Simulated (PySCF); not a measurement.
Cartesian coordinates (Å):
```xyz
16

Mo    -0.3040    -0.2069    -0.1796
O     -1.7785     0.0206    -1.4765
H     -2.5972     0.2344    -0.9885
O     -1.5062     0.6098     1.1121
H     -1.4776     1.5846     1.1016
O      0.6417    -0.2065    -1.8476
H      0.0396     0.0902    -2.5609
N      1.1540    -1.1309     0.8011
H      2.0099    -0.6682     1.1119
H      1.2505    -2.1470     0.8777
N     -1.0939    -1.9908     0.1260
H     -1.9391    -2.2622    -0.3828
H     -0.8771    -2.6573     0.8701
N      0.7579     1.4434     0.2081
H      0.8629     1.8628     1.1379
H      1.5988     1.6250    -0.3504
```
Charge 0, spin multiplicity 1.

Task: What is the computed dipole moment, total energy and charge on the central atom (Mulliken) (PySCF 2.14.0 with PBE-D3(BJ)/def2-TZVP // TPSS-D3(BJ)/def2-SVP)?

Result: 
```json
{
 "dipole_moment": "1.92 D",
 "total_energy": "-12612.18 eV",
 "charge on the central atom (Mulliken)": "1.40 e"
}
```
